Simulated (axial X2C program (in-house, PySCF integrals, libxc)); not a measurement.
## Which molecule has these constants?

Computed with an in-house relativistic program for diatomic molecules, spin-free (one-electron X2C) or two-component (2c: spin–orbit coupling with atomic mean-field Coulomb and Gaunt terms, which also bring small scalar terms), in Dyall basis sets with cores contracted in-house; open shells are unrestricted.

A two-component PBE0 calculation in a Dyall 3-zeta basis gave Re = 2.064 Å, ωe = 506.6 cm⁻¹, De = 5.56 eV, dipole magnitude 3.10 D, Ω = 1/2.

Task: Which molecule is it?
A. SrO
B. BeSr
C. SrF
D. LiSr
E. SrB

Result: C. The others have BeSr 3.535 Å and 147.3 cm⁻¹ (Ω = 0); LiSr 3.602 Å and 178.8 cm⁻¹ (Ω = 1/2); SrB 2.440 Å and 434.5 cm⁻¹ (Ω = 3/2); SrO 1.894 Å and 705.2 cm⁻¹ (Ω = 0).

Each entry is the lowest single determinant of a limited PBE0 search at one distance. De goes to single-determinant-based atoms at the same level (for ions the charge split of lowest energy) and is withheld (n/a) where an atom does not fit its ground term or J level. Main or longest-lived isotopes. One determinant is a doubtful description, or other states lie close, for SrB; these need not be ground states, and all values refer to the states named. With several unpaired electrons the Ω given is that of one determinant, not necessarily of the lowest component. Some light 2c atoms are not at their ground J level, so De misses part of their lowering (0.04 eV or less). The functionals have no current term, which raises determinants with orbital currents.
